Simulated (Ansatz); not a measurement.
Ti₂Al⁻, relaxed as a quintet with UKS r2SCAN-D4/def2-TZVPD in Ansatz, starting from the r2SCAN-D4/def2-TZVPD geometry of the charge -1 singlet. Force threshold 0.02 eV/Å.

The highest occupied level of the charge -1 quintet lies above zero (up to 0.50 eV). It is a level of α spin, whose loss leaves a quartet; that state wasn't run at this geometry and level. The electron is either unbound and held by the finite basis, or the level is raised by self-interaction error. The relaxation made no stability test and no search for a lower SCF solution. The structure comes from a short search, and lower isomers may exist.

Start:

Cartesian coordinates in Å:
```
Ti 0.680 0.866 -0.773
Ti -0.538 0.612 1.070
Al -0.142 -1.478 -0.298
```

(1) Estimate the energy that the relaxation releases and the steps that it takes.

(2) Does the start keep its bonding and symmetry?

(3) Predict the relaxed structure.

## Answers

(1) 5.8 kcal/mol, in 7 steps; 88 s on 4 threads of AMD EPYC 7B13 on a shared host. No frequencies were taken in this run, so the end may be a saddle point.

(2) By distances, no bond broke or formed. The bond that changes most is Ti1–Ti2, from 2.22 to 1.96 Å (atoms count from 1). Point group C2v at the start, C2v at the end, both within 0.05 Å.

(3) 
```csv
atom,x (Å),y (Å),z (Å)
Ti1,0.616,0.916,-0.653
Ti2,-0.460,0.693,0.975
Al3,-0.156,-1.609,-0.322
```
Bond lengths (bridged metal pairs left out): 2 × Al–Ti 2.66 Å; 1 × Ti–Ti 1.96 Å.
